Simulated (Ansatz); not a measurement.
Basis-set series for AuH₃O₂, SMILES `[OH][Au-][OH2+]`. Total charge 0; spin multiplicity 1. Au takes the def2 core potential. Geometry: relaxed with PBE0-D4/def2-TZVP. It is one conformer, not always the lowest.

```json
{"functional": "PBE0-D4", "basis": "def2-SVP", "functions": "75", "energy (Eh)": "-287.69186", "HOMO (eV)": "-6.29", "LUMO (eV)": "-0.77"}
{"functional": "PBE0-D4", "basis": "def2-QZVPP", "functions": "292", "energy (Eh)": "-287.90746", "HOMO (eV)": "-6.58", "LUMO (eV)": "-1.33"}
{"functional": "ωB97M-V", "basis": "def2-SVP", "functions": "75", "energy (Eh)": "-287.71202", "HOMO (eV)": "-8.64", "LUMO (eV)": "0.96"}
{"functional": "ωB97M-V", "basis": "def2-QZVPP", "functions": "292", "energy (Eh)": "-287.93286", "HOMO (eV)": "-8.97", "LUMO (eV)": "-0.08"}
```

(1) Give the rows for def2-TZVPP. (Estimate.)

Answers

(1) The calculation gave: 
```tsv
functional	basis	functions	energy (Eh)	HOMO (eV)	LUMO (eV)
PBE0-D4	def2-TZVPP	160	-287.89618	-6.51	-1.12
ωB97M-V	def2-TZVPP	160	-287.92156	-8.89	0.47
```

Positive LUMOs are unbound and depend on the basis.

All numbers were calculated with Ansatz.
